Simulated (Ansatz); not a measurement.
Consider the redistribution: `C=C(O)[SiH2]C=O` + `[SnH4]` → `C=C(O)[SiH3]` + `O=[CH][SnH3]`.

Program: Ansatz. Geometries: PBE0-D4/def2-TZVP. ΔE: electronic, gas phase. CBS: MP2 limit from def2 TZ/QZ plus the TZ coupled-cluster correction, frozen cores. DFT in def2-TZVPP. Elements past krypton have def2 core potentials. For Sn outer-core shells are correlated without core-valence functions, which leaves a few kJ/mol of doubt a bond. One conformer a species, not always the lowest.

Q: Is it downhill or uphill in electronic energy at CCSD(T)/CBS, and by how much? (An estimate is asked.)

A: The calculation gave: Uphill: ΔE = +0.14 eV.

Q: What do these levels give: PBE0, LC-ωPBE, RPA@PBE/def2-TZVPP, CCSD(T)/def2-SVP, CCSD/def2-TZVPP, MP2/CBS(def2)? (An estimate is asked.)

A: Computed: PBE0 0.17, LC-ωPBE 0.21, RPA@PBE/def2-TZVPP 0.15, CCSD(T)/def2-SVP 0.23, CCSD/def2-TZVPP 0.19, MP2/CBS(def2) 0.14 eV.

Largest T1 diagnostic among the species: 0.016.

From r2SCAN to r2SCAN0 (25 % exact exchange), in def2-TZVPP and without D4, ΔE moves by +0.03 eV. In def2-TZVPP, CCSD(T) changes the Hartree–Fock value by −0.06 eV (the triples alone add −0.01 eV) and MP2 by −0.06 eV.
